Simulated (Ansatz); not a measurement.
Gas-phase electronic energies from Ansatz, PBE0-D4/def2-TZVP geometries. CCSD(T)/CBS adds triple-zeta CCSD(T) − MP2 to the extrapolated MP2 energy (def2 sets, frozen cores). This one scheme is used for every species. Functionals use def2-TZVPP. HSE06 is defined as in plane-wave codes. For Ge outer-core shells are correlated without core-valence functions, which leaves a few kJ/mol of doubt a bond. Scalar relativity is left out up to krypton. Each species was taken in one conformer, which may not be the lowest.

`[OH][GeH2][SiH3]` + NH₃ → `[NH2][GeH2][OH]` + SiH₄  (cleavage of the Ge–Si bond)

`[OH][GeH2][SiH3]`:

Z-matrix (Å, degrees):
```
Ge
Si 1 2.389
O 1 1.791 2 109.9
H 1 1.536 2 113.0 3 115.2
H 1 1.546 2 111.3 3 -121.0
H 2 1.488 1 110.2 3 177.8
H 2 1.488 1 109.3 3 58.3
H 2 1.486 1 110.4 3 -61.5
H 3 0.960 1 112.4 2 -65.1
```

NH₃:

```xyz
4

N    -0.256   -0.105    0.053
H     0.318   -0.079    0.886
H     0.243   -0.657   -0.634
H    -0.304    0.841   -0.305
```

`[NH2][GeH2][OH]`:

Cartesian coordinates in Å:
```
N -0.003 -1.354 -0.354
Ge 0.233 0.430 -0.095
O -0.351 0.730 1.560
H -0.941 -1.669 -0.548
H 0.651 -1.797 -0.981
H -0.588 1.357 -1.025
H 1.743 0.703 -0.209
H -0.745 1.600 1.652
```

SiH₄:

```xyz
5

Si    0.000    0.000    0.000
H     0.522   -1.188   -0.721
H    -0.214    1.109   -0.963
H     0.980    0.423    1.031
H    -1.288   -0.344    0.653
```

```
             level  ΔE (kcal/mol)  difference from CCSD(T)/CBS
         revPBE-D4            2.9                          3.0
           BLYP-D4            1.4                          1.5
         r2SCAN-D4            1.2                          1.3
          HSE06-D4            2.5                          2.6
               PBE            3.3                          3.4
            r2SCAN            1.1                          1.2
              PBE0            2.2                          2.3
           r2SCANh            0.9                          1.0
             BHLYP           -1.4                         -1.3
         CAM-B3LYP           -1.2                         -1.1
RPA@PBE/def2-TZVPP           -1.3                         -1.2
     CCSD/def2-SVP           -2.7                         -2.6
     HF/def2-TZVPP           -4.1                         -4.0
   CCSD/def2-TZVPP           -1.2                         -1.1
     HF/def2-QZVPP           -4.2                         -4.1
SCS-MP2/def2-QZVPP           -2.4                         -2.3
       CCSD(T)/CBS           -0.1                            0
```

Largest T1 diagnostic among the species: 0.012.

At CCSD(T), def2-SVP lies −2.5 kcal/mol from the extrapolated value and def2-TZVPP −0.8 kcal/mol. In def2-TZVPP, CCSD(T) changes the Hartree–Fock value by +3.3 kcal/mol (the triples alone add +0.3 kcal/mol) and MP2 by +2.2 kcal/mol. From BLYP to BHLYP (50 % exact exchange), in def2-TZVPP and without D4, ΔE moves by −2.5 kcal/mol.
